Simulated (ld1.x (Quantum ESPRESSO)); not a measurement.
Which change was made? (Rh, TM)

ld1.x (Quantum ESPRESSO) 7.5 input, shortened:

```
&input
   title='Rh', zed=45., rel=0, dft='PBE', iswitch=3,
   config='[Kr] 4d8 5s1 5p0'
 /
 &inputp
   pseudotype=2, tm=.true., lloc=1,
   nlcc=.false.
 /
3
4S  1  0   2.00   0.00  1.60  1.60  0.0
4D  3  2   8.00   0.00  1.55  1.55  0.0
4P  2  1   6.00   0.00  1.00  1.00  0.0
 &test
   configts(1)='4s2 4p6 4d8 5s1 5p0'
 /
```

Occupied shells without a wave of their own: 5s. They enter only through the test configuration that unscreens the potential.

Cutoffs, loose and tight: the cutoffs (Ry, on a coarse ladder) from which the occupation-weighted sum of valence levels, in a spherical-Bessel basis at the reference potential, stays within 10 and 1 mRy of its value at 400 Ry. They do not see the model core or the augmentation charge, which bear on the density cutoff. Test errors are all-electron minus pseudo excitation energies from the reference, over the configurations 4s2 4p6 4d8 5s0 5p0; 4s2 4p6 4d7 5s0 5p0; 4s2 4p6 4d6 5s0 5p0; 4s2 4p6 4d9 5s0 5p0; 4s2 4p6 4d8 5s0.5 5p0; 4s2 4p6 4d8.5 5s0.5 5p0; 4s2 4p6 4d7 5s2 5p0; variants that change the core or the reference have their own tests.

The base gives: outcome: generated, misses its reference levels by 0.39 eV; cutoff, loose: 140 Ry; cutoff, tight: 180 Ry; bound ghosts: none; largest test error (meV): -1223.

Problem. After one change the result is: outcome: generated, misses its reference levels by 0.59 eV; cutoff, loose: 120 Ry; cutoff, tight: 160 Ry; bound ghosts: none; largest test error (meV): -1804. Which change was it?
A. all radii scaled by about 1.10 (s 1.76, p 1.10, d 1.70 bohr)
B. functional LDA (PZ)
C. local potential the s channel

Solution. A. The others give: functional LDA (PZ) → outcome: generated, misses its reference levels by 0.41 eV; cutoff, loose: 140 Ry; cutoff, tight: 180 Ry; bound ghosts: none; largest test error (meV): -1224 | local potential the s channel → outcome: generated, misses its reference levels by 1.06 eV; cutoff, loose: 140 Ry; cutoff, tight: 160 Ry; bound ghosts: none; largest test error (meV): -3027.
